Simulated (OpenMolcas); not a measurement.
**How methods differ on AsF3 (arsenic trifluoride)**

AsF3: 4 atoms, total charge 0, spin state singlet. SMILES: `F[As](F)F`. The coordinates come from a PBE0-D4/def2-TZVP relaxation.

Quantity: the HOMO–LUMO gap, in eV. The values are calculated.

```tsv
level	kind	program	value (eV)	CPU time
BLYP/cc-pVDZ	GGA	OpenMolcas	6.60	16 s
revPBE/cc-pVDZ	GGA	OpenMolcas	6.63	14 s
TPSS/cc-pVDZ	meta-GGA	OpenMolcas	6.80	18 s
r2SCAN/cc-pVDZ	meta-GGA	OpenMolcas	7.20	20 s
B3LYP/cc-pVDZ	global hybrid	OpenMolcas	8.51	14 s
BHLYP/cc-pVDZ	global hybrid	OpenMolcas	11.34	14 s
M06-2X/cc-pVDZ	hybrid meta-GGA	OpenMolcas	11.38	19 s
PBE0/cc-pVDZ	global hybrid	OpenMolcas	8.99	13 s
```

All-electron rows without a relativistic Hamiltonian named are non-relativistic. The values span 6.60 to 11.38 eV. Orbital gaps aren't excitation energies; they tend to grow with the share of exact exchange. Times are those of the runs behind each value, whatever else they computed, on shared processors of several kinds: orders of magnitude only.
